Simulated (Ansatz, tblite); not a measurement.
Cost and result up the ladder for BMe2(OH) (C2H7BO) (11 atoms). Total charge 0; singlet. Geometry: PBE0-D4/def2-SVP.

Cartesian coordinates in Å:
```
B -0.1221 0.3651 -0.1125
C 0.3532 0.4326 1.3871
H -0.0660 -0.3894 1.9897
H 0.1090 1.3908 1.8676
H 1.4495 0.3043 1.4259
C -0.0899 -0.9860 -0.9347
H -0.3229 -0.8819 -2.0072
H -0.8185 -1.6943 -0.5029
H 0.8925 -1.4782 -0.8446
O -0.5624 1.5239 -0.6739
H -0.8224 1.4132 -1.5944
```

Ansatz on 4 threads of Arm Neoverse V2 on a shared host; xTB runs through tblite on one thread. Times are rough, summed over both states, and most runs start from the orbitals of an earlier one. PBE0-D4/def2-TZVP serves as the yardstick here, not as an exact answer. The other state is a triplet.

The xTB rows come from tblite.

xTB has no spin-polarisation term.

```
                          level  functions  wall time  vertical triplet (eV)  difference from PBE0-D4/def2-TZVP (eV)
                       GFN2-xTB         23    0.004 s                   6.46                                   -0.18
                       GFN1-xTB         30    0.008 s                   6.84                                    0.20
               PBE-D4/def2-TZVP        166      2.7 s                   6.28                                   -0.36
PBE0-D4/def2-TZVP (with forces)        166      3.5 s                   6.64                                    0.00
            r2SCAN-D4/def2-TZVP        166      5.1 s                   6.42                                   -0.22
```
